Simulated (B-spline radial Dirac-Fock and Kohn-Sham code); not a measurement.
# X-ray form factors of erbium in several charge states

Calculated with an atomic code on a B-spline grid, using Dirac-Fock orbitals of the configuration average with a finite nucleus.

Configurations: Er²⁹⁺ [Kr] 4d3; Er³³⁺ [Ar] 3d10 4s2 4p5; Er³⁴⁺ [Ar] 3d10 4s2 4p4; Er³⁵⁺ [Ar] 3d10 4s2 4p3. The first column is f₀ of Er²⁹⁺, the others are differences from it.

```csv
s (Å⁻¹),Er²⁹⁺,Δ Er³³⁺,Δ Er³⁴⁺,Δ Er³⁵⁺
0,39.000,-4.000,-5.000,-6.000
0.05,38.929,-3.978,-4.973,-5.969
0.1,38.717,-3.914,-4.894,-5.875
0.15,38.368,-3.809,-4.765,-5.722
0.2,37.889,-3.666,-4.589,-5.514
0.25,37.290,-3.488,-4.371,-5.255
0.3,36.581,-3.281,-4.115,-4.953
0.35,35.775,-3.050,-3.830,-4.615
0.4,34.886,-2.800,-3.521,-4.248
0.45,33.930,-2.537,-3.196,-3.862
0.5,32.920,-2.267,-2.861,-3.464
0.6,30.804,-1.729,-2.193,-2.666
0.7,28.649,-1.226,-1.564,-1.912
0.8,26.549,-0.787,-1.013,-1.249
0.9,24.577,-0.432,-0.564,-0.705
1,22.774,-0.167,-0.225,-0.291
1.1,21.162,+0.012,+0.005,-0.007
1.2,19.740,+0.114,+0.140,+0.163
1.4,17.394,+0.150,+0.195,+0.240
1.6,15.540,+0.065,+0.092,+0.120
```
